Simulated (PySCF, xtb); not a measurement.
# Relative energy of two structures of FHNSi2+

We compare a, a singlet given by its coordinates, with b, `F[SiH]=[N+]=[Si]`, a singlet. Both are isolated ions in the gas phase, relaxed with PBE0-D3(BJ)/def2-SVP.

a (Å):

```
atom    x (Å)    y (Å)    z (Å)
   F  -1.4599   0.2222   1.1444
   N   0.5828  -0.1068   0.1391
  Si  -0.2801   1.4023   0.3012
  Si  -0.4227  -1.3149   0.8997
   H   1.4905  -0.2532  -0.3087
```

Close contacts (Å): F1–Si3 1.87, F1–Si4 1.87, N2–Si3 1.75, N2–Si4 1.75, N2–H5 1.02.

b (Å):

```xyz
5

F     0.7379    1.2921   -0.8467
N    -0.6155   -0.3627    0.9291
Si    0.0254   -0.0796   -0.5283
Si   -1.2372   -0.5873    2.4043
H     0.0349   -0.9928   -1.6749
```

Estimate E(b) − E(a) at the level CCSD(T)/def2-SVP + ΔMP2/def2-TZVPP.

CCSD(T)/def2-SVP + ΔMP2/def2-TZVPP gives E(b) − E(a) = −14.1 kJ/mol, favouring structure b, but this leans on the basis-set step: CCSD(T) alone gives +10.4 kJ/mol.

The same difference at several levels:

```csv
level,geometry,E(b) − E(a) (kJ/mol),departure from the last row (kJ/mol),"job, with rough time for the two"
PBE0-D3(BJ)/def2-SVP,PBE0-D3(BJ)/def2-SVP,+14.4,+28.5,"optimisation, 61 s"
HF/def2-SVP,PBE0-D3(BJ)/def2-SVP,−14.3,−0.2,part of the CCSD(T) run
MP2/def2-SVP,PBE0-D3(BJ)/def2-SVP,−7.8,+6.3,part of the CCSD(T) run
CCSD(T)/def2-SVP,PBE0-D3(BJ)/def2-SVP,+10.4,+24.5,single point
CCSD(T)/def2-SVP + ΔMP2/def2-TZVPP,PBE0-D3(BJ)/def2-SVP,−14.1,,"single point, 17 s"
```

PBE0-D3(BJ)/def2-SVP, CCSD(T)/def2-SVP put the two in the other order. The largest departure from CCSD(T)/def2-SVP + ΔMP2/def2-TZVPP is that of PBE0-D3(BJ)/def2-SVP, 28.5 kJ/mol. No reliable frequencies are at hand for a, so it isn't confirmed as a minimum. Levels run at GFN2-xTB geometries aren't shown. The last row adds to CCSD(T) the change of the MP2 difference between the two basis sets, here −24.5 kJ/mol, a large step that makes the value less sure.

The correlated steps freeze 12 core orbitals. Programs: PySCF 2.14.0, xtb 6.7.1; the last row on 2 threads of Arm Neoverse V2 on a shared host.
